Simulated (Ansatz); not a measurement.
`BNCC` + NH₃ → `BN` + `CCN` at 700 K and 1 bar (ligand exchange at a B–N bond).

Gas-phase electronic energies from Ansatz, PBE0-D4/def2-TZVP geometries. CBS: MP2 limit from def2 TZ/QZ plus the TZ coupled-cluster correction, frozen cores. This one scheme is used for every species. One conformer a species, not always the lowest.

```
species  CCSD(T)/CBS energy (Eh)  H − E (kJ/mol)  S (J/(mol·K))
 `BNCC`               -160.44809           345.2          405.2
    NH₃                -56.50880           116.9          226.5
   `BN`                -81.93499           163.7          282.2
  `CCN`               -135.01652           298.7          354.6
```

H − E and S are ideal-gas, rigid-rotor, harmonic terms from PBE0-D4/def2-TZVP, for one conformer and one mirror image of each species. 1 Eh = 2625.50 kJ/mol, R = 8.31446 J/(mol·K).

Task: By hand: ΔE, ΔH, ΔS and ΔG.

Result: ΔE = (-81.93499) + (-135.01652) − (-160.44809) − (-56.50880) = 0.00538 Eh = 14.1 kJ/mol. Δ(H − E) = 163.7 + 298.7 − 345.2 − 116.9 = 0.3, so ΔH = 14.4 kJ/mol. ΔS = 282.2 + 354.6 − 405.2 − 226.5 = 5.1 J/(mol·K). ΔG = 14.4 − 700 × (5.1)/1000 = 10.8 kJ/mol.

Task: By hand: the equilibrium constant, and the temperature at which ΔG would vanish if ΔH and ΔS stayed fixed.

Result: log₁₀ K = −ΔG/(RT ln 10) = -0.8. ΔG = 0 at ΔH/ΔS = 2824 K, far beyond where these terms or the molecules hold.

The number of gas molecules stays the same, so ΔS is small and ΔH decides. A doubt of 5 kJ/mol in ΔE shifts log₁₀ K by 0.4 here. Other conformers and mirror images would add mixing entropy, several J/(mol·K) or more a flexible species. These are equilibria of isolated gas molecules and say nothing of rates. Largest T1 diagnostic: 0.012 (customary marks: 0.02 for closed shells, 0.045 for open ones).
